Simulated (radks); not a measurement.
The mean radii <r> (bohr) of the occupied orbitals of an atom or ion are listed with their occupations. Calculated with a radial shooting solver on a logarithmic mesh with Libxc functionals: non-relativistic Kohn-Sham, exchange-only LDA, spin-polarised, spherical densities, point nucleus.

| orbital | occ. | <r> |
|---|---|---|
| 1s up | 1 | 1.604 |

Name the element and its charge. Open shells, if any, are filled with parallel spins first.

Answer. Z = 1, hydrogen, charge 0: H in 1s1. The 1s radius gives Z: for a bare nucleus <r> = 1.5/Z, 1.5 bohr for Z = 1, and the self-interaction of the functional makes it slightly larger (1.604 here). The occupations add up to 1, and the charge is Z minus that.
